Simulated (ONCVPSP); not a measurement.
**Logarithmic derivatives: Rh (Z = 45), ONCV**

```
Element                 : Rh (Z = 45)
Generator               : ONCVPSP 4.0.1
Type                    : optimised norm-conserving Vanderbilt (ONCV)
Functional              : PBE
Relativity              : scalar-relativistic
Frozen core             : [Ar] 3d10
Valence charge          : 17
Reference configuration : 4s2 4p6 4d8 (charge +1)
Partial waves           : 4s: rc 1.55 bohr, ncon 5, nbas 8, qcut 8.7 1/bohr, 1 projector; 4p: rc 1.20 bohr, ncon 5, nbas 9, qcut 6.2 1/bohr, 2 projectors, debl 1.8 Ha; 4d: rc 1.65 bohr, ncon 5, nbas 9, qcut 11.5 1/bohr, 3 projectors, debl 0.9 Ha
Local potential         : polynomial inside 0.80 bohr (lpopt 5, dvloc0 6 Ha)
Core correction         : Teter function, fcfact 4, rcfact 1.6
```

In the p channel the program set the typed energies aside and used -2.137, 0.250 Ha.

The phase is arctan(r·R′/R) of the radial function R(r), unwrapped; energies in Ha, scanned from -5 to 5 Ha. A pole is an energy at which the radial function vanishes at the test radius. The pseudo phase is shifted by a multiple of π to meet the all-electron one at the reference energy, and phase errors are pseudo minus all-electron; the curves can meet again beyond the range given. Levels narrower than the energy grid can be missing from the lists of poles.

Problem. For each channel, where are the poles, and over which energies does the pseudopotential scatter like the atom?

Solution.

| channel | radius (bohr) | reference energy (Ha) | poles, all-electron | poles, pseudo | unbroken range about the reference energy with phases within 0.05 rad | phase error 1 Ha above the reference energy (rad) |
| --- | --- | --- | --- | --- | --- | --- |
| s | 1.58 | -3.31 | -2.78 | -2.79, -1.28 | below -1.9 | -0.015 |
| p | 1.22 | -2.14 | 0.95 | 0.95 | the whole range | -0.000 |
| d | 1.67 | -0.50 | 0.63 | 0.63 | the whole range | +0.000 |

Note: ghosts flagged at negative energy: s at -38.3 eV; no localised positive-energy state flagged. A true bound ghost makes a file unfit for plane-wave use.

Phases in the d channel:

```
E (Ha)  all-electron  pseudo
 -4.96         1.315   1.315
 -4.72         1.305   1.305
 -4.48         1.294   1.294
 -4.24         1.281   1.281
 -4.00         1.267   1.267
 -3.76         1.251   1.251
 -3.52         1.232   1.232
 -3.28         1.209   1.209
 -3.04         1.182   1.182
 -2.80         1.148   1.148
 -2.56         1.105   1.105
 -2.32         1.049   1.049
 -2.08         0.971   0.971
 -1.84         0.857   0.857
 -1.60         0.679   0.679
 -1.36         0.385   0.385
 -1.12        -0.070  -0.070
 -0.88        -0.580  -0.580
 -0.64        -0.953  -0.953
 -0.40        -1.183  -1.183
 -0.16        -1.327  -1.327
  0.08        -1.426  -1.426
  0.32        -1.499  -1.499
  0.56        -1.557  -1.557
  0.80        -1.606  -1.606
  1.04        -1.650  -1.650
  1.28        -1.692  -1.692
  1.52        -1.735  -1.735
  1.76        -1.780  -1.780
  2.00        -1.831  -1.831
  2.24        -1.892  -1.892
  2.48        -1.968  -1.968
  2.72        -2.070  -2.070
  2.96        -2.216  -2.216
  3.20        -2.435  -2.434
  3.44        -2.766  -2.766
  3.68        -3.203  -3.203
  3.92        -3.621  -3.621
  4.16        -3.921  -3.921
  4.40        -4.116  -4.116
  4.64        -4.245  -4.246
  4.88        -4.335  -4.335
```
